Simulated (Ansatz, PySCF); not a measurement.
Si(H)(vinyl)(NH2)2 (C2H8N2Si), SMILES C=C[SiH](N)N. Atoms are numbered in the order given.

```xyz
13

Si     0.3808     0.3318    -0.3732
N      1.2303    -0.9220    -1.2040
N      1.0767     0.7631     1.1543
C     -1.3797    -0.3013    -0.2296
C     -2.0649    -0.2568     0.9237
H      0.4289     1.6116    -1.1463
H      0.8979    -1.8792    -1.1621
H      2.2361    -0.8850    -1.3344
H      1.1489     0.0997     1.9195
H      1.0260     1.7170     1.4964
H     -1.8869    -0.7188    -1.1131
H     -3.0962    -0.6198     1.0186
H     -1.6074     0.1561     1.8330
```

Geometry optimised at r2SCAN-D4/def2-SVP. One conformer was computed; it need not be the lowest.

Two levels are set side by side: PBE-D3(BJ)/def2-SVP (Ansatz, a quantum-chemistry and plane-wave program) and r2SCAN-D4/def2-SVP (Ansatz). Each level has its own optimised geometry; the coordinates shown are those of the second. Frequencies come from the Hessian of PySCF at each geometry. Differences are taken from unrounded values.

| quantity | r2SCAN-D4 |
|---|---|
| mean bond length (Å) | 1.294 |
| bond Si1–N2 (Å) | 1.727 |
| bond Si1–N3 (Å) | 1.733 |
| bond Si1–C4 (Å) | 1.876 |
| bond C4–C5 (Å) | 1.342 |
| bond Si1–H6 (Å) | 1.496 |
| bond N2–H7 (Å) | 1.014 |
| bond N2–H8 (Å) | 1.015 |
| bond N3–H9 (Å) | 1.015 |
| bond N3–H10 (Å) | 1.015 |
| bond C4–H11 (Å) | 1.101 |
| bond C5–H12 (Å) | 1.097 |
| bond C5–H13 (Å) | 1.098 |
| highest harmonic wavenumber (cm⁻¹) | 3689 |
| mean harmonic wavenumber (cm⁻¹) | 1363 |
| zero-point energy (kcal/mol) | 64.32 |

### Question
What does PBE-D3(BJ) give, and how far is it from r2SCAN-D4? (Estimate from the structure and the level; the computed values follow.)

### Answer

```
quantity                            PBE-D3(BJ)  PBE-D3(BJ) minus r2SCAN-D4
----------------------------------  ----------  --------------------------
mean bond length (Å)                     1.303                       0.009
bond Si1–N2 (Å)                          1.742                       0.015
bond Si1–N3 (Å)                          1.748                       0.015
bond Si1–C4 (Å)                          1.885                       0.008
bond C4–C5 (Å)                           1.348                       0.006
bond Si1–H6 (Å)                          1.506                       0.010
bond N2–H7 (Å)                           1.023                       0.009
bond N2–H8 (Å)                           1.023                       0.008
bond N3–H9 (Å)                           1.023                       0.008
bond N3–H10 (Å)                          1.022                       0.008
bond C4–H11 (Å)                          1.107                       0.006
bond C5–H12 (Å)                          1.104                       0.007
bond C5–H13 (Å)                          1.105                       0.007
highest harmonic wavenumber (cm⁻¹)        3588                        -101
mean harmonic wavenumber (cm⁻¹)           1333                         -31
zero-point energy (kcal/mol)             62.87                       -1.45
```
